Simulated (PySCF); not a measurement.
An unknown gives this computed stick spectrum. Computed with TDDFT PBE0/def2-SVPD, vertical, gas phase, core orbitals frozen in the response in PySCF 2.14.0, density-fitted response routines. Geometries: GFN2-xTB, one conformer each.

| state | E (eV) | λ (nm) | f |
| --- | --- | --- | --- |
| S1 | 6.54 | 189.5 | 0.320 |
| S2 | 6.71 | 184.9 | 0.056 |
| S3 | 7.12 | 174.2 | 0.0004 |
| S4 | 7.14 | 173.7 | 0.0013 |
| S5 | 7.58 | 163.6 | 0.0002 |
| S6 | 7.69 | 161.1 | 0.0055 |
| S7 | 7.98 | 155.3 | 0.010 |
| S8 | 8.11 | 152.9 | 0.0016 |

Orbital energies (eV): HOMO-3 -9.99, HOMO-2 -9.74, HOMO-1 -8.96, HOMO -7.38, LUMO -0.28, LUMO+1 0.66, LUMO+2 1.02.

**Question.** Which candidate is it?
A. `C#CCC1=C[C@@H]1F`
B. `FC1=C[C@@H]2C=C[C@H]12`
C. `FCC/C=C/Cl`
D. `C#CC1=C[C@@H]1CF`

**Answer.** C. Its S1, at 6.54 eV, is the highest among the candidates; the nearest of the others has S1 at 6.17 eV. S1 is HOMO→LUMO (84%), HOMO→LUMO+1 (9%). Löwdin shares by element: HOMO carbon 59% or more, chlorine 32%; LUMO carbon 69% or more, chlorine 10% (atoms not listed hold the other 21%). At the same level the other candidates give, for their lowest levels:
- `C#CCC1=C[C@@H]1F`: 6.17 eV (f 0.001); 6.75 eV (f 0.012); 6.86 eV (f 0.039); 7.03 eV (f 0.005); 7.06 eV (f 0.005); T1 4.76 eV; HOMO -7.98, LUMO -0.22 eV
- `FC1=C[C@@H]2C=C[C@H]12`: 5.40 eV (f 0.000); 5.99 eV (f 0.018); 6.98 eV (f 0.028); 7.09 eV (f 0.017); 7.17 eV (f 0.008); T1 3.90 eV; HOMO -7.05, LUMO -0.46 eV
- `C#CC1=C[C@@H]1CF`: 4.76 eV (f 0.001); 5.06 eV (f 0.172); 5.89 eV (f 0.001); 6.14 eV (f 0.002); 6.62 eV (f 0.019); T1 3.07 eV; HOMO -7.26, LUMO -1.53 eV

Shape of the structure used: `[F:1][CH2:2][CH2:3]/[CH:4]=[CH:5]/[Cl:6]`: F1–C2–C3–C4 65°, C2–C3–C4–C5 121°.
Triplets come from the Tamm–Dancoff approximation.
